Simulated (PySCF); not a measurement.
Ga(H)(Br)(OMe) (CH₄BrGaO), SMILES C[O][GaH][Br].

Geometry optimised at TPSSh-D3(BJ)/def2-SVP. The structure was generated by enumeration; whether it is a known compound was not checked. Other conformers were not sampled.

Two levels are set side by side: TDA-PBE/def2-SVPD (PySCF) and TDA-ωB97X/def2-SVPD (PySCF). Vertical, same geometry. The lowest singlet is HOMO−1→LUMO 89 % with PBE and HOMO−1→LUMO 81 %, HOMO−2→LUMO 15 % with the other functional; states are paired by order. Differences are taken from unrounded values.

| quantity | TDA-ωB97X |
|---|---|
| lowest singlet excitation (eV) | 6.32 |
| lowest triplet excitation (TDA) (eV) | 5.80 |
| first bright state (f over 0.05) (eV) | 6.81 |
| its oscillator strength | 0.06 |

Question: What does TDA-PBE give, and how far is it from TDA-ωB97X? (The exact figures need the calculation; the answer reports its results.)

Answer: 
```csv
quantity,TDA-PBE,TDA-PBE minus TDA-ωB97X
lowest singlet excitation (eV),5.09,-1.23
lowest triplet excitation (TDA) (eV),4.45,-1.35
first bright state (f over 0.05) (eV),6.02,-0.78
its oscillator strength,0.19,0.13
```

A lower first singlet is the usual sign of a functional without exact exchange. Differences between two approximate levels are no errors against the true value.

Rough cost on one machine, each run with all the roots and properties that it gave: TDA-ωB97X against TDA-PBE about 5 times.
